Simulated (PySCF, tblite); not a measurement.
C₇H₁₅BSi.
Cartesian coordinates in Å at the GFN2-xTB level; atoms count from 1:
```
atom  x, y, z in Å
C1     2.0747    0.7489    0.8325
C2     1.4555   -0.0277   -0.0452
C3     2.0736   -1.3064   -0.5343
C4     0.0833    0.2432   -0.5569
B5    -1.1097   -0.2628    0.2756
C6    -0.9653   -0.5426    1.8276
C7    -2.5276   -0.4994   -0.3991
C8    -0.0387    0.3605   -2.0923
Si9   -0.2282    2.0202   -1.2551
H10    3.0438    0.4994    1.2330
H11    1.6283    1.6600    1.1956
H12    3.0095   -1.5110   -0.0198
H13    2.2758   -1.2552   -1.6035
H14    1.3868   -2.1351   -0.3668
H15    0.0522   -0.4589    2.2025
H16   -1.5803    0.1578    2.3935
H17   -1.3339   -1.5351    2.0849
H18   -2.8419    0.3362   -1.0234
H19   -2.4928   -1.3716   -1.0535
H20   -3.3169   -0.6821    0.3272
H21   -0.8912   -0.1332   -2.5369
H22    0.8676    0.1551   -2.6467
H23    0.9053    2.9294   -1.2720
H24   -1.5413    2.6299   -1.1256
```

Jobs on this species (24 atoms, 76 electrons) with PySCF (density fitting) and tblite. Hardware of each: an Arm Neoverse N1 with one thread (shared host). The host was shared with other jobs, so the times are rough.

| level and settings | work | basis functions | SCF cycles | wall time |
| --- | --- | --- | --- | --- |
| GFN2-xTB | Hessian by finite differences | – | – | ? |
| GFN2-xTB | L-BFGS relaxation | – | – | 1.9 s |
| PBE0/pcSseg-1 | shieldings, ring-centre shieldings, charges and field gradients | 235 | 14 | 1.8 min |

**Question.** Fill in the missing figures.

**Answer.** 
- GFN2-xTB; Hessian by finite differences: 2.1 s

**Question.** What do all jobs in the table cost together?

**Answer.** About 1.9 min; the longest takes about 96 % of that, and about 57 times as long as the shortest.
